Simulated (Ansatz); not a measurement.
This geometry of C2H4BS (8 atoms, charge -1, multiplicity 1) is a first-order saddle point.

The calculation used RKS BHLYP-D4/6-31G* in Ansatz 0.2.0.

```xyz
8
Properties=species:S:1:pos:R:3
B -0.194 1.214 0.796
S 1.355 1.186 -0.101
C 1.146 -0.853 -0.091
C 0.029 -1.196 -0.752
H -0.227 1.333 1.992
H -1.256 1.155 0.246
H -0.144 -2.267 -0.852
H -0.709 -0.571 -1.239
```

Q: Which two structures does it join? (They come from a converged band through this point; their orientation in space is the band's.)

A: No bond is made or broken. The dihedral H6–B1–S2–C3 goes from 174 to -3°. The two ends are copies of one structure, up to a mirror image or an exchange of like atoms.

Image 0:

```xyz
8
Properties=species:S:1:pos:R:3
B -0.332 1.452 0.756
S 1.002 1.070 -0.310
C 1.310 -0.758 -0.476
C 0.175 -1.433 -0.693
H -1.004 0.611 1.272
H -0.540 2.604 1.013
H 0.226 -2.516 -0.798
H -0.838 -1.030 -0.763
```

Image 6:

```xyz
8
Properties=species:S:1:pos:R:3
B -0.332 1.452 0.756
S 1.001 1.070 -0.310
C 1.310 -0.758 -0.475
C 0.175 -1.433 -0.693
H -0.539 2.604 1.013
H -1.003 0.612 1.273
H 0.226 -2.517 -0.797
H -0.838 -1.030 -0.765
```

Q: How far does it lie above each of them?

A: 0.69 eV above the first and 0.69 eV above the second. This is the barrier of this one path; another mechanism may lie lower. Limits of this set-up: an anion without diffuse functions, the dipole of an ion depends on the origin.

The run took 4.2 min on 1 thread of Arm Neoverse V1 (shared host), peak memory 0.14 GiB.
